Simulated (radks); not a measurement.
Values are calculated unless marked as measured or tabulated.
Species: Cd II. Configuration: [Kr] 4d10 5s1.

Code: a radial shooting solver on a logarithmic mesh with Libxc functionals. Model: scalar-relativistic Kohn-Sham, PBE, spin-unpolarised, spherical densities, finite nucleus; Fermi nuclear charge, rms radius 4.6087 fm.

Energy parts (hartree):
total: -5594.18681
kinetic: 5820.91694
electron-nucleus: -13510.70579
Hartree: 2249.69057
exchange-correlation: -154.08854

Orbitals (lengths in bohr, moments of r in powers of bohr; r(max) is where P^2 peaks):
\begin{tabular}{lrrr}
orbital & occ. & eigenvalue (hartree) & r(max) \\ \hline
1s & 2 & -975.0759 & 0.01968 \\
2s & 2 & -145.0363 & 0.1112 \\
2p & 6 & -130.1761 & 0.08898 \\
3s & 2 & -27.29428 & 0.3239 \\
3p & 6 & -22.41888 & 0.3171 \\
3d & 10 & -14.78821 & 0.2658 \\
4s & 2 & -4.21695 & 0.7955 \\
4p & 6 & -2.78636 & 0.8456 \\
4d & 10 & -0.75375 & 0.9808 \\
5s & 1 & -0.47986 & 2.235 \\
5p & 0 & -0.27100 & 2.848 \\
\end{tabular}

The highest occupied level is 5s at -13.058 eV. Summed over all electrons, <r^2> = 38.34 bohr^2, which gives a Langevin (diamagnetic) susceptibility term of -30.4 x 10^-6 cm^3/mol. For comparison, the ionisation energy in NIST's Atomic Spectra Database is 16.908 eV (measured). In exact Kohn-Sham theory the highest level is minus the ionisation energy, but local and semilocal functionals leave it too shallow, through self-interaction and a potential that decays too fast; potentials with the right tail come closer. The density falls to 0.001 e/bohr^3 at r = 3.86 bohr. The electron density at the nucleus is 1.637e+05 e/bohr^3 (large components only).

Beside tabulated values, note that spin-unpolarised runs miss the spin-polarisation part of the exchange energy of open shells.
